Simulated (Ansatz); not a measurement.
Energy needed to pull apart SbH₂O (SMILES [OH][SbH]), doublet, into free ground-state atoms, from the structure below (displaced at random from a GFN2-xTB minimum); no zero-point or spin–orbit terms; open-shell atoms are treated unrestricted, in their ground-state multiplicity.

O1  (-0.195, -0.819, 0.341)
Sb2  (0.677, 0.863, -0.350)
H3  (0.426, -1.457, 0.661)
H4  (-0.891, 1.401, -0.680)
(Å)

Ansatz 0.2.0; basis: def2-TZVPP; cores frozen in the correlated methods; orbitals are unrestricted. Filled d shells of the heavier atoms are correlated. Core potentials replace the inner electrons of the atoms past krypton. The def2 sets are not built for correlating such inner shells, so the correlated values are less sure here.

| method | atomization energy (eV) |
| --- | --- |
| PBE-D4 | ? |
| r2SCAN-D4 | ? |
| PBE0-D4 | 10.34 |
| r2SCANh-D4 | 10.37 |
| LC-wPBE | 10.30 |
| wB97M-V | 10.56 |
| HF | 6.07 |
| MP2 | 10.12 |
| CCSD | 9.87 |
| CCSD(T) | 10.12 |

Question: What does r2SCAN-D4 give? (Judge from chemistry; the value comes from the calculation.)

Answer: The calculation gives: 10.56 eV, which is about 0.43 eV more than CCSD(T)/def2-TZVPP.

Question: What does PBE-D4 give? (To be estimated.)

Answer: The calculation gives: 10.90 eV, which is about 0.78 eV more than CCSD(T)/def2-TZVPP.

In triple zeta the MP2 and coupled-cluster atomization energies are still short of their basis limit by a few kcal/mol a bond, whereas those of the functionals are nearly converged, so these differences are not deviations from converged CCSD(T).

T1 diagnostic: at most 0.018. ⟨S²⟩ of the unrestricted Hartree–Fock references: 0.77 (a pure state has 0.75).

For scale, one of the runs: CCSD(T)/def2-TZVPP forces, 109 basis functions (an equivalent command: `ansatz run in.yaml --threads 4`). The run took 93 s on 4 CPU threads (shared host), with 1.8 GiB of host memory at its peak.
